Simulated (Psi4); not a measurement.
C2H6ClSi (SMILES C[Si](C)Cl), doublet, geometry from GFN2-xTB; WB97X/STO-3G in Psi4.

The Psi4 input:
```
memory 2 GB

molecule {
0 2
  C    -1.38873817   -1.41322925   -0.13122108
  Si    0.04651554   -0.32578017    0.49191798
  C     1.73625714   -0.95559072   -0.12364112
  Cl   -0.23141020    1.58388399   -0.22303002
  H    -2.34927777   -1.03893139    0.20945216
  H    -1.28773223   -2.43706126    0.21396114
  H    -1.40636108   -1.42636843   -1.22018304
  H     1.76207914   -0.96236763   -1.21249770
  H     2.54750805   -0.32182380    0.22132976
  H     1.93142591   -1.96563310    0.22176951
}

set basis sto-3g
set reference uks
set scf_type pk
set puream true
set d_convergence 1e-8
set dft_radial_points 99
set dft_spherical_points 590

energy('wb97x')
print_variables()
```

The log (banner, timings and long lists left out):

```
   => Loading Basis Set <=

    Name: STO-3G
    Role: ORBITAL
    Keyword: BASIS

         ---------------------------------------------------------
                                   SCF
               by Justin Turney, Rob Parrish, Andy Simmonett
                          and Daniel G. A. Smith
                              UKS Reference
         ---------------------------------------------------------

  ==> Geometry <==

    Molecular point group: c1
    Full point group: C1

    Geometry (in Angstrom), charge = 0, multiplicity = 2:

       Center              X                  Y                   Z               Mass
    ------------   -----------------  -----------------  -----------------  -----------------
         C           -1.373537561209    -1.516790697493    -0.145485414389    12.000000000000
         SI           0.061716148791    -0.429341617493     0.477653645611    27.976926534650
         C            1.751457748791    -1.059152167493    -0.137905454389    12.000000000000
         CL          -0.216209591209     1.480322542507    -0.237294354389    34.968852682000
         H           -2.334077161209    -1.142492837493     0.195187825611     1.007825032230
         H           -1.272531621209    -2.540622707493     0.199696805611     1.007825032230
         H           -1.391160471209    -1.529929877493    -1.234447374389     1.007825032230
         H            1.777279748791    -1.065929077493    -1.226762034389     1.007825032230
         H            2.562708658791    -0.425385247493     0.207065425611     1.007825032230
         H            1.946626518791    -2.069194547493     0.207505175611     1.007825032230

  Running in c1 symmetry.

  Rotational constants: A =      0.17998  B =      0.11096  C =      0.07538 [cm^-1]
  Rotational constants: A =   5395.63218  B =   3326.56944  C =   2259.72925 [MHz]
  Nuclear repulsion =  205.962834318893499

  Charge       = 0
  Multiplicity = 2
  Electrons    = 49
  Nalpha       = 25
  Nbeta        = 24

  ==> Algorithm <==

  SCF Algorithm Type is PK.
  DIIS enabled.
  MOM disabled.
  Fractional occupation disabled.
  Guess Type is SAD.
  Energy threshold   = 1.00e-06
  Density threshold  = 1.00e-08
  Integral threshold = 1.00e-12

  ==> Primary Basis <==

  Basis Set: STO-3G
    Blend: STO-3G
    Number of shells: 22
    Number of basis functions: 34
    Number of Cartesian functions: 34
    Spherical Harmonics?: true
    Max angular momentum: 1

  ==> DFT Potential <==

   => LibXC <=

[...]
      Ntotal   =   49.0000005028 ; deviation = 5.028e-07

   @Spin Contamination Metric:   5.808490395E-04
   @S^2 Expected:                7.500000000E-01
   @S^2 Observed:                7.505808490E-01
   @S   Expected:                5.000000000E-01
   @S   Observed:                5.000000000E-01

    Orbital Energies [Eh]
    ---------------------

    Alpha Occupied:

[...]
      25A     -0.220594

    Alpha Virtual:

[...]
    Beta Occupied:

[...]
    Beta Virtual:

[...]
      34A      0.616419

    Final Occupation by Irrep:
              A
    DOCC [    24 ]
    SOCC [     1 ]
    NA   [    25 ]
    NB   [    24 ]

  @UKS Final Energy:  -820.22835628352107

   => Energetics <=

    Nuclear Repulsion Energy =            205.9628343188934991
    One-Electron Energy =               -1544.1946773568670324
    Two-Electron Energy =                 564.2142437029491475
    DFT Exchange-Correlation Energy =     -46.2107569484967868
    Empirical Dispersion Energy =           0.0000000000000000
    VV10 Nonlocal Energy =                  0.0000000000000000
    Total Energy =                       -820.2283562835210660

  UHF NO Occupations:
  HONO-2 :   23  A 1.9999662
  HONO-1 :   24  A 1.9998006
  HONO-0 :   25  A 1.0000000
  LUNO+0 :   26  A 0.0001994
  LUNO+1 :   27  A 0.0000338
  LUNO+2 :   28  A 0.0000330
  LUNO+3 :   29  A 0.0000153

Computation Completed

Properties will be evaluated at   0.000000,   0.000000,   0.000000 [a0]

Properties computed using the SCF density matrix

 Multipole Moments:

 ------------------------------------------------------------------------------------
     Multipole            Electronic (a.u.)      Nuclear  (a.u.)        Total (a.u.)
 ------------------------------------------------------------------------------------

 L = 1.  Multiply by 2.5417464519 to convert [e a0] to [Debye]
 Dipole X            :         -1.2497237            1.4075244            0.1578007
 Dipole Y            :          8.5049109           -9.5894358           -1.0845250
 Dipole Z            :          1.7421910           -1.3208286            0.4213625
 Magnitude           :                                                    1.1741558

 ------------------------------------------------------------------------------------

  Variable Map:
  ----------------------------------------------------------------------------
[...]
  Array Variable Map:
  ----------------------------------------------------------------------------
[...]
[...]
```
